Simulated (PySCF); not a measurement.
BF3, charge +1, doublet, at a GFN2-xTB geometry (a state made from the parent by changing its charge; the spin is typed, not shown lowest); HF/STO-3G, optimisation and frequencies (PySCF).

Here is a job for PySCF.
```python
from pyscf import gto, scf
from pyscf.geomopt import geometric_solver
from pyscf.hessian import thermo

mol = gto.M(
    atom='''
B     0.02366314   -0.01067882    0.01013208
F    -1.10306702   -0.68124919    0.00854288
F    -0.03892842    1.19661447   -0.49752254
F     1.12884925   -0.50943260    0.48335073
''',
    basis='sto-3g',
    charge=1,
    spin=1,
    verbose=3,
)

def method(m):
    mf = scf.UHF(m)
    return mf

conv, mol_eq = geometric_solver.kernel(method(mol), maxsteps=100, convergence_set='GAU_TIGHT')
print('optimisation converged:', conv)
print(mol_eq.tostring(format='xyz'))
mf = method(mol_eq)
mf.kernel()
hess = mf.Hessian().kernel()
freq = thermo.harmonic_analysis(mf.mol, hess)
thermo.dump_normal_mode(mf.mol, freq)
th = thermo.thermo(mf, freq['freq_au'], 298.15, 101325)
thermo.dump_thermo(mf.mol, th)
```

The log (banner, timings and long lists left out):

```
Custom engine selected.
Bonds will be generated from interatomic distances less than 1.20 times sum of covalent radii
12 internal coordinates being used (instead of 12 Cartesians)
Internal coordinate system (atoms numbered from 1):
Distance 1-2
Distance 1-3
Distance 1-4
Angle 2-1-4
Angle 3-1-4
Out-of-Plane 1-2-3-4
Translation-X 1-4
Translation-Y 1-4
Translation-Z 1-4
Rotation-A 1-4
Rotation-B 1-4
Rotation-C 1-4
<class 'geometric.internal.Distance'> : 3
<class 'geometric.internal.Angle'> : 2
<class 'geometric.internal.OutOfPlane'> : 1
<class 'geometric.internal.TranslationX'> : 1
<class 'geometric.internal.TranslationY'> : 1
<class 'geometric.internal.TranslationZ'> : 1
<class 'geometric.internal.RotationA'> : 1
<class 'geometric.internal.RotationB'> : 1
<class 'geometric.internal.RotationC'> : 1
> ===== Optimization Info: ====
> Job type: Energy minimization
> Maximum number of optimization cycles: 100
> Initial / maximum trust radius (Angstrom): 0.100 / 0.300
> Convergence Criteria:
> Will converge when all 5 criteria are reached:
>  |Delta-E| < 1.00e-06
>  RMS-Grad  < 1.00e-05
>  Max-Grad  < 1.50e-05
>  RMS-Disp  < 4.00e-05
>  Max-Disp  < 6.00e-05
> === End Optimization Info ===

Geometry optimization cycle 1
Cartesian coordinates (Angstrom)
 Atom        New coordinates             dX        dY        dZ
   B   0.023663  -0.010679   0.010132    0.000000  0.000000  0.000000
   F  -1.103067  -0.681249   0.008543    0.000000  0.000000 -0.000000
   F  -0.038928   1.196614  -0.497523    0.000000 -0.000000  0.000000
   F   1.128849  -0.509433   0.483351    0.000000  0.000000  0.000000

WARN: Mole.unit (angstrom) is changed to Bohr

converged SCF energy = -318.240421970264  <S^2> = 0.79040265  2S+1 = 2.0400026
--------------- UHF_Scanner gradients ---------------
         x                y                z
0 B    -0.1290072542     0.0582193062    -0.0552384490
1 F     0.0675070307     0.0156604184     0.0100937346
2 F     0.0258770334    -0.0578034927     0.0298915640
3 F     0.0356231901    -0.0160762319     0.0152531505
----------------------------------------------
cycle 1: E = -318.24042197  dE = -318.24  norm(grad) = 0.186152
Step    0 : Gradient = 9.308e-02/1.519e-01 (rms/max) Energy = -318.2404219703
[...]
Geometry optimization cycle 2
Cartesian coordinates (Angstrom)
 Atom        New coordinates             dX        dY        dZ
   B   0.105142  -0.047449   0.045020    0.081479 -0.036770  0.034888
[...]
Step   94 : Displace = 1.839e-05/2.222e-05 (rms/max) Trust = 1.793e-05 (+) Grad = 8.097e-05/1.249e-04 (rms/max) E (change) = -318.2623125003 (-1.318e-08) Quality = 1.578
converged SCF energy = -318.2623124724  <S^2> = 0.78227271  2S+1 = 2.0320164
Step   95 : Displace = 2.588e-05/3.040e-05 (rms/max) Trust = 2.536e-05 (+) Grad = 1.323e-04/2.006e-04 (rms/max) E (change) = -318.2623124724 (+2.794e-08) Quality = -2.729
converged SCF energy = -318.26231248366  <S^2> = 0.78227269  2S+1 = 2.0320164
Step   96 : Displace = 1.297e-05/1.584e-05 (rms/max) Trust = 1.268e-05 (-) Grad = 1.269e-04/1.938e-04 (rms/max) E (change) = -318.2623124837 (-1.126e-08) Quality = 1.584
converged SCF energy = -318.262312504065  <S^2> = 0.78227267  2S+1 = 2.0320164
Step   97 : Displace = 1.801e-05/2.161e-05 (rms/max) Trust = 1.793e-05 (+) Grad = 1.336e-04/2.049e-04 (rms/max) E (change) = -318.2623125041 (-2.040e-08) Quality = 1.394
converged SCF energy = -318.262312481147  <S^2> = 0.78227274  2S+1 = 2.0320165
Step   98 : Displace = 2.561e-05/3.025e-05 (rms/max) Trust = 2.536e-05 (+) Grad = 8.498e-05/1.283e-04 (rms/max) E (change) = -318.2623124811 (+2.292e-08) Quality = -1.212
converged SCF energy = -318.26231248716  <S^2> = 0.78227271  2S+1 = 2.0320165
Step   99 : Displace = 1.308e-05/1.642e-05 (rms/max) Trust = 1.268e-05 (-) Grad = 7.762e-05/1.186e-04 (rms/max) E (change) = -318.2623124872 (-6.013e-09) Quality = 1.930
converged SCF energy = -318.262312500232  <S^2> = 0.7822727  2S+1 = 2.0320164
Step  100 : Displace = 1.837e-05/2.220e-05 (rms/max) Trust = 1.793e-05 (+) Grad = 8.040e-05/1.240e-04 (rms/max) E (change) = -318.2623125002 (-1.307e-08) Quality = 1.580
converged SCF energy = -318.262312487062  <S^2> = 0.7822727  2S+1 = 2.0320164
[...]
Irrep
Freq [cm^-1]                      339.5577            426.2989            524.3846
Reduced mass [au]                  18.1228             17.4734             11.6396
Force const [Dyne/A]                1.2311              1.8709              1.8858
Char temp [K]                     488.5479            613.3492            754.4727
Normal mode                   x     y     z       x     y     z       x     y     z
       0   B                 0.07 -0.03  0.03    0.05  0.09 -0.02    0.06 -0.10 -0.25
       1   F                 0.01  0.14 -0.05    0.12 -0.01  0.03   -0.01  0.02  0.04
       2   F                -0.12 -0.09  0.01   -0.08  0.07 -0.05   -0.01  0.02  0.04
       3   F                 0.07 -0.03  0.03   -0.06 -0.11  0.03   -0.02  0.03  0.06
Mode                                 3                   4                   5
Irrep
Freq [cm^-1]                      897.6569           1885.9293           2169.8824
Reduced mass [au]                  18.6710             12.0942             12.2836
Force const [Dyne/A]                8.8642             25.3442             34.0760
Char temp [K]                    1291.5284           2713.4324           3121.9776
Normal mode                   x     y     z       x     y     z       x     y     z
       0   B                -0.04  0.02 -0.02   -0.22  0.10 -0.10   -0.12 -0.22  0.06
       1   F                 0.12  0.05  0.01    0.03  0.01  0.00    0.08  0.04  0.00
       2   F                 0.03 -0.11  0.05    0.01 -0.03  0.01   -0.01  0.08 -0.03
       3   F                -0.12  0.05 -0.05    0.09 -0.04  0.04    0.01  0.01 -0.00
temperature 298.1500 [K]
pressure 101325.00 [Pa]
Rotational constants [GHz] 13.34167 8.13614 5.05404
Symmetry number 1
Zero-point energy (ZPE) 0.01422 [Eh]   37345.678 [J/mol]
                           tot       elec      trans        rot        vib
Entropy [J/mol/K]       278.874      5.763    161.334     99.941     11.836
Cv [J/mol/K]             44.747      0.000     12.472     12.472     19.804
Cp [J/mol/K]             53.062      0.000     20.786     12.472     19.804
Internal energy [J/mol]                      3718.434   3718.434  39761.212
Internal energy [Eh]   -318.24434  -318.26231
Enthalpy [J/mol]                             6197.391   3718.434  39761.212
Enthalpy [Eh]          -318.24339
Gibbs free energy [J/mol]                  -41904.471 -26078.941  36232.443
Gibbs free energy [Eh] -318.27506
```

The run did not converge; its last values are not results.
